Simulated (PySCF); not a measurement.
BiF2 (SMILES [F][Bi][F]), doublet, at a GFN2-xTB geometry (such geometries of metal compounds can be far from the true shape) (the spin is typed, not shown lowest) (core potentials on Bi); TPSS/def2-SV(P) (PySCF).

The PySCF input:
```python
from pyscf import gto, scf, dft

mol = gto.M(
    atom='''
Bi    0.21676949    0.09744039    0.08784468
F    -1.13429517    0.71672105   -1.36595467
F    -0.86480123   -1.61533800    0.55583154
''',
    basis='def2-sv(p)',
    ecp={'Bi': 'def2-sv(p)'},
    spin=1,
    verbose=4,
)

mf = dft.UKS(mol)
mf.xc = 'tpss'
mf.kernel()
```

Problem. What does PySCF print? Leave out banner, timings and long lists.

Solution. 
```
PySCF version 2.14.0

[INPUT] verbose = 4
[INPUT] num. atoms = 3
[INPUT] num. electrons = 41
[INPUT] charge = 0
[INPUT] spin (= nelec alpha-beta = 2S) = 1
[INPUT] symmetry False subgroup None
[INPUT] Mole.unit = angstrom
[INPUT] Symbol           X                Y                Z      unit          X                Y                Z       unit  Magmom
[INPUT]  1 Bi     0.216769490000   0.097440390000   0.087844680000 AA    0.409634968262   0.184135650571   0.166002386700 Bohr   0.0
[INPUT]  2 F     -1.134295170000   0.716721050000  -1.365954670000 AA   -2.143507215717   1.354406492211  -2.581280224871 Bohr   0.0
[INPUT]  3 F     -0.864801230000  -1.615338000000   0.555831540000 AA   -1.634237476887  -3.052546418603   1.050369381995 Bohr   0.0

nuclear repulsion = 119.503397502065
number of shells = 22
number of NR pGTOs = 109
number of NR cGTOs = 54
basis = def2-sv(p)
ecp = {'Bi': 'def2-sv(p)'}

******** <class 'pyscf.dft.uks.UKS'> ********
method = UKS
initial guess = minao
damping factor = 0
level_shift factor = 0
DIIS = <class 'pyscf.scf.diis.CDIIS'>
diis_start_cycle = 1
diis_space = 8
diis_damp = 0
SCF conv_tol = 1e-09
SCF conv_tol_grad = None
SCF max_cycles = 50
direct_scf = True
direct_scf_tol = 1e-13
number electrons alpha = 21  beta = 20
XC library pyscf.dft.libxc version 7.1.2
    S. Lehtola, C. Steigemann, M. J. T. Oliveira, and M. A. L. Marques,  SoftwareX 7, 1–5 (2018)
XC functionals = tpss
    J. Tao, J. P. Perdew, V. N. Staroverov, and G. E. Scuseria,  Phys. Rev. Lett. 91, 146401 (2003)
    J. P. Perdew, J. Tao, V. N. Staroverov, and G. E. Scuseria,  J. Chem. Phys. 120, 6898 (2004)
    J. Tao, J. P. Perdew, V. N. Staroverov, and G. E. Scuseria,  Phys. Rev. Lett. 91, 146401 (2003)
    J. P. Perdew, J. Tao, V. N. Staroverov, and G. E. Scuseria,  J. Chem. Phys. 120, 6898 (2004)
radial grids:
    Treutler-Ahlrichs [JCP 102, 346 (1995); DOI:10.1063/1.469408] (M4) radial grids

becke partition: Becke, JCP 88, 2547 (1988); DOI:10.1063/1.454033
pruning grids: <function nwchem_prune>
grids dens level: 3
symmetrized grids: False
atomic radii adjust function: <function treutler_atomic_radii_adjust>
small_rho_cutoff = 0
Set gradient conv threshold to 3.16228e-05
tot grids = 51968
init E= -387.735102985103

cycle= 1 E= -413.204358430122  delta_E= -25.5  |g|= 1.42  |ddm|= 9.21
cycle= 2 E= -412.997598044799  delta_E= 0.207  |g|= 1.67  |ddm|= 4.54
cycle= 3 E= -414.04577232019  delta_E= -1.05  |g|= 0.501  |ddm|= 2.05
cycle= 4 E= -414.097647008764  delta_E= -0.0519  |g|= 0.273  |ddm|= 0.541
cycle= 5 E= -414.126311285692  delta_E= -0.0287  |g|= 0.0571  |ddm|= 0.266
cycle= 6 E= -414.128019904947  delta_E= -0.00171  |g|= 0.00266  |ddm|= 0.0593
cycle= 7 E= -414.128023609619  delta_E= -3.7e-06  |g|= 0.000874  |ddm|= 0.00535
cycle= 8 E= -414.128024106286  delta_E= -4.97e-07  |g|= 0.000345  |ddm|= 0.00173
cycle= 9 E= -414.128024105663  delta_E= 6.23e-10  |g|= 0.000405  |ddm|= 0.000546
cycle= 10 E= -414.128024171109  delta_E= -6.54e-08  |g|= 7.6e-05  |ddm|= 0.000358
cycle= 11 E= -414.128024174218  delta_E= -3.11e-09  |g|= 3.38e-06  |ddm|= 9.49e-05
cycle= 12 E= -414.128024174228  delta_E= -9.21e-12  |g|= 1.2e-06  |ddm|= 8.29e-06
Extra cycle  E= -414.128024174226  delta_E= 1.82e-12  |g|= 3.51e-06  |ddm|= 3.91e-06
converged SCF energy = -414.128024174226  <S^2> = 0.75173924  2S+1 = 2.0017385
```
